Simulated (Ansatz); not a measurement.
Reaction (redistribution): `[F][GeH2][SH]` + `C=C[CH2][SnH3]` → `C=C[CH2][GeH2][F]` + `[SH][SnH3]`

Isolated molecules relaxed with PBE0-D4/def2-TZVP in Ansatz; ΔE leaves out vibrations. CCSD(T)/CBS adds triple-zeta CCSD(T) − MP2 to the extrapolated MP2 energy (def2 sets, frozen cores). DFT in def2-TZVPP. HSE06 is defined as in plane-wave codes. Elements past krypton have def2 core potentials. For Ge, Sn outer-core shells are correlated without core-valence functions, which leaves a few kJ/mol of doubt a bond. Scalar relativity is left out up to krypton. One conformer a species, not always the lowest.

Problem. Is it downhill or uphill in electronic energy at CCSD(T)/CBS, and by how much? (Best estimate.)

Solution. Computed: Downhill: ΔE = -0.20 eV.

Problem. What do these levels give: BLYP-D4, ωB97M-V, B2PLYP, PBE, r2SCANh, r2SCAN0, HSE06, CCSD(T)/def2-SVP, CCSD/def2-TZVPP, MP2/def2-QZVPP, SCS-MP2/def2-QZVPP, CCSD/CBS(def2)? (Best estimate.)

Solution. Ansatz gave: BLYP-D4 -0.15, ωB97M-V -0.19, B2PLYP -0.18, PBE -0.15, r2SCANh -0.18, r2SCAN0 -0.19, HSE06 -0.18, CCSD(T)/def2-SVP -0.18, CCSD/def2-TZVPP -0.18, MP2/def2-QZVPP -0.17, SCS-MP2/def2-QZVPP -0.18, CCSD/CBS(def2) -0.22 eV.

Problem. What do rigid-rotor, harmonic-oscillator terms from PBE0-D4/def2-TZVP frequencies (298.15 K, 1 bar) make of the CCSD(T)/CBS value? (Best estimate.)

Solution. Ansatz gave: ΔZPE = 0.00 eV, ΔH = -0.20 eV, ΔS = 3 J/(mol·K), ΔG = -0.21 eV.

Largest T1 diagnostic among the species: 0.012.

From BLYP to BHLYP (50 % exact exchange), in def2-TZVPP and without D4, ΔE moves by −0.05 eV. Leaving LDA and LC-ωPBE aside and taking each functional with its dispersion term where it has one, the values, not all of them listed here, spread over 0.07 eV, from BHLYP-D4 to revPBE-D4.
